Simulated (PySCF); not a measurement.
## How methods differ on the excitation energy of In

In [Kr] 4d10 5s2 5p1 (2P) → In [Kr] 4d10 5s1 5p2 (4P), as a difference of total energies. All numbers are calculated (PySCF 2.14, a scalar-relativistic core potential, in aug-cc-pwCVTZ-PP with ECP28MDF). Correlated levels: valence: 4s2 4p6 4d10 frozen; valence and next inner shell: nothing frozen outside the core potential. The calculations carry no spin-orbit coupling.

```csv
method,excitation energy (eV),error (eV)
UHF,2.884,-1.466
LDA,4.969,+0.619
PBE,4.725,+0.375
PBE0,4.371,+0.021
r2SCAN,4.292,-0.058
wB97X,5.008,+0.658
B97-3,4.761,+0.411
BLYP,5.054,+0.704
HSE06,4.425,+0.075
MP2 (valence),3.532,-0.818
SCS-MP2 (valence),3.780,-0.570
MP2 (valence and next inner shell),4.421,+0.071
SCS-MP2 (valence and next inner shell),4.537,+0.187
```

Reference: 4.350 eV (measured; NIST levels, between the centres of gravity of the two terms).

Errors of the correlated levels include the incompleteness of this basis and the frozen core.
